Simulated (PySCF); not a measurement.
Computed IR spectrum (relative IR intensity) of a molecule C4H4ClF. Coordinates come from a r2SCAN-D4/def2-SVP optimisation. One conformer was computed; it need not be the lowest. Calculation: r2SCAN-D4/def2-SVP (PySCF). Frequencies are harmonic and unscaled.

Lines under 2 % of the strongest are left out, and lines within 2 cm⁻¹ are merged.

```json
[
 {"ν (cm⁻¹)": "681", "relative intensity": "6.5"},
 {"ν (cm⁻¹)": "840", "relative intensity": "38"},
 {"ν (cm⁻¹)": "903", "relative intensity": "27"},
 {"ν (cm⁻¹)": "964", "relative intensity": "15"},
 {"ν (cm⁻¹)": "1028", "relative intensity": "12"},
 {"ν (cm⁻¹)": "1079", "relative intensity": "60"},
 {"ν (cm⁻¹)": "1205", "relative intensity": "10"},
 {"ν (cm⁻¹)": "1285", "relative intensity": "22"},
 {"ν (cm⁻¹)": "1324", "relative intensity": "20"},
 {"ν (cm⁻¹)": "1432", "relative intensity": "13"},
 {"ν (cm⁻¹)": "1666", "relative intensity": "11"},
 {"ν (cm⁻¹)": "1713", "relative intensity": "100"},
 {"ν (cm⁻¹)": "3144", "relative intensity": "2.3"},
 {"ν (cm⁻¹)": "3253", "relative intensity": "2.7"}
]
```

Question: Which molecule gave these data?
A. C=C=C(F)CCl
B. C=C/C=C(\F)Cl
C. FC=C=CCCl
D. C#C[C@@H](F)CCl

Answer: B, C=C/C=C(\F)Cl
